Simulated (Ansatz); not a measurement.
## Reading a saddle point

A first-order saddle point of CH₆SSn, singlet, PBE0-D4/def2-TZVP, with one imaginary mode of 1507i cm⁻¹:

```xyz
9
angstrom
Sn -0.0107 -1.1567 0.6231
C -0.0645 1.0347 -0.2830
S 0.6513 -1.7913 -1.4914
H 0.2891 -0.0891 -1.0192
H 1.0825 -0.9433 1.9219
H -1.6183 -1.3157 1.1877
H 0.6338 1.5238 0.3980
H -1.1023 1.2861 -0.0579
H 0.1391 1.4516 -1.2792
```

Program: Ansatz 0.2.0. Basis: def2-TZVPP and def2-QZVPP. Cores are frozen in the correlated methods. Filled d shells of the heavier atoms are correlated. Core potentials replace the inner electrons of the atoms past krypton. The def2 sets are not built for correlating such inner shells, so the correlated values are less sure here. Extrapolation: Hartree–Fock as exp(−7.88 √X), correlation as X^−2.97.

Which contacts change along the imaginary mode, and what lies on either side? (Judge from chemistry; the calculation decides.)

The calculation gives: The step is CH₆SSn ([CH3][SnH2][SH]) → SnH₂S ([S][SnH2]) + CH₄, with the molecules in contact on both sides. Shortening one way: C2–H4; lengthening the same way: Sn1–C2, S3–H4.
| pair | one side (Å) | saddle (Å) | other side (Å) |
| --- | --- | --- | --- |
| C2–H4 | 3.73 | 1.39 | 1.09 |
| Sn1–C2 | 2.14 | 2.37 | 3.42 |
| S3–H4 | 1.34 | 1.80 | 3.68 |

Which side is lower, and how far does the saddle lie above each? (An estimate is asked for; the value comes from the calculation.)

By the calculation: The side with Sn1–C2, S3–H4 short is lower by 0.864 eV; the saddle lies 2.476 eV above it and 1.612 eV above the other (CCSD(T) at an estimated basis limit (MP2 extrapolated from triple and quadruple zeta, plus CCSD(T) − MP2 in triple zeta); electronic energies).

The T1 diagnostic stays at or below 0.019.

Labels in which every atom is bracketed show which atoms are joined, not bond orders.

For scale, one of the runs: CCSD(T)/def2-TZVPP, 207 basis functions, launched by `ansatz run in.yaml --threads 4 --pin off --events-out ev --progress --plain --max-ram 9574MiB`. Time: 99 s of wall clock on 4 CPU threads of an Intel Xeon; the host was shared. Peak host memory: 2.9 GiB.
